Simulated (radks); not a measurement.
Spherical quantum dot in the effective-mass picture: electrons in a parabolic well V = omega^2 r^2 / 2 with omega = 2.92, with a point charge +1 (a donor) at the centre, all in effective atomic units (hartree* = m*/eps^2 hartree, bohr* = eps/m* bohr), one dielectric constant everywhere. Method: non-relativistic Kohn-Sham, r2SCAN, spin-polarised, spherical densities, generalised Kohn-Sham scheme; computed with a radial shooting solver with Libxc functionals. Levels are named by radial order and angular momentum (1s, 1p, 1d, 2s, ...), and open shells are averaged over m.

N = 26, configuration 1s2 1p6 1d10 2s2 1f(up 6, down 0). This is the lowest configuration that the search found. Occupied and some empty levels:

level    occupation  eigenvalue (hartree*)  <r> (bohr*)
1s up             1                 23.554       0.7931
1s down           1                 23.584       0.7789
1p up             3                 25.574        1.111
1p down           3                 25.689        1.096
2s up             1                 27.236        1.135
2s down           1                 27.385        1.139
1d up             5                 27.466        1.299
1d down           5                 27.643        1.291
1f up             6                 29.465        1.443
1f down           0                 29.680        1.440
2p up             0                 29.740        1.287
2p down           0                 29.878        1.293
1g up             0                 31.583        1.564
1g down           0                 31.823        1.564
2d up             0                 32.066        1.436
2d down           0                 32.223        1.436

Energy (hartree*): total 471.265, kinetic 87.157, external 161.24, Hartree 244.91, exchange-correlation -22.041.

Electron density:

r (bohr*)  n(r) (e/bohr*^3)
0.117                 3.844
0.247                 2.851
0.378                 2.135
0.508                 1.715
0.638                 1.549
0.769                 1.547
0.899                 1.597
1.03                  1.600
1.16                  1.495
1.29                  1.275
1.42                 0.9782
1.55                 0.6729
1.68                 0.4128
1.81                 0.2238
1.94                 0.1081
2.07                0.04593
2.20                0.01741
2.33               0.005859
2.46               0.001735
2.59              0.0004597
